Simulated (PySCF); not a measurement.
Compound: CH9ClSi3.
SMILES with atom numbers: `[SiH3:1][C:2]([SiH3:3])([SiH3:4])[Cl:5]` (hydrogens: H6, H7, H8 on Si1; H9, H10, H11 on Si3; H12, H13, H14 on Si4)

Computed with PySCF at B3LYP/def2-SVPD, non-relativistic, on one gas-phase PBE0-D3(BJ)/def2-SVP geometry that isn't relaxed in the solvent. The solvent is an IEF-PCM continuum (Bondi radii, 1.10 Å for H, scaled by 1.2), and excitations are vertical TDDFT with non-equilibrium linear response and a frozen core. Only the electrostatic response of the medium enters.

Gas-phase singlets (H = HOMO, L = LUMO):

```tsv
state	E (eV)	λ (nm)	f	leading configuration
S1	5.906	210	0.007	H→L 96%
S2	5.911	210	0.007	H-1→L 96%
S3	6.807	182	0.003	H→L+1 97%
S4	6.811	182	0.003	H-1→L+1 97%
S5	7.261	171	0.000	H→L+3 48%
```

Problem. What are the lowest 5 singlets in acetone (ε = 20.49)?

Solution. 
```csv
state,E (eV),λ (nm),f,leading configuration,change by rank (eV)
S1,5.931,209,0.008,H→L 97%,+0.025
S2,5.937,209,0.008,H-1→L 97%,+0.026
S3,6.889,180,0.003,H→L+1 98%,+0.082
S4,6.893,180,0.003,H-1→L+1 98%,+0.082
S5,7.393,168,0.000,H→L+3 55%,+0.132
```

Problem. How do the frontier levels move from gas to acetone?

Solution. 
```tsv
orbital	gas (eV)	solvent (eV)	change (eV)
LUMO+2	0.18	0.34	+0.16
LUMO+1	-0.25	-0.14	+0.11
LUMO	-0.93	-0.86	+0.07
HOMO	-8.01	-7.99	+0.02
HOMO-1	-8.02	-7.99	+0.03
HOMO-2	-9.38	-9.25	+0.13
HOMO-3	-9.38	-9.25	+0.13
```

The HOMO–LUMO gap goes from 7.08 to 7.13 eV.
